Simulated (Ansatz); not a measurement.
C₃H₅BSi. The species carries charge 0 and has multiplicity 1. The bonds changed during the relaxation, so this is another structure than the one it started from.

Z-matrix (Å, degrees):
```
Si
B 1 2.285
C 1 1.760 2 87.6
C 1 1.957 2 45.3 3 0.0
H 1 1.483 2 99.6 3 -123.0
H 1 1.483 2 99.6 3 123.1
C 2 1.419 1 109.5 3 -0.1
H 2 1.186 1 99.7 3 180.0
H 3 1.075 1 152.2 2 -180.0
H 7 1.075 2 152.7 1 -180.0
```

Question: Give the diagnostics of a CCSD(T)/def2-TZVPP run (frozen core, Ansatz). (An estimate is asked.)

Answer: The calculation gave: T1 = 0.0139, largest single amplitude 0.020, largest double 0.051, (T) share of the correlation energy 5.2 %, 11 CCSD cycles. The RHF solution is stable towards an unrestricted one. T1 lies under the customary mark of 0.02 for closed shells.
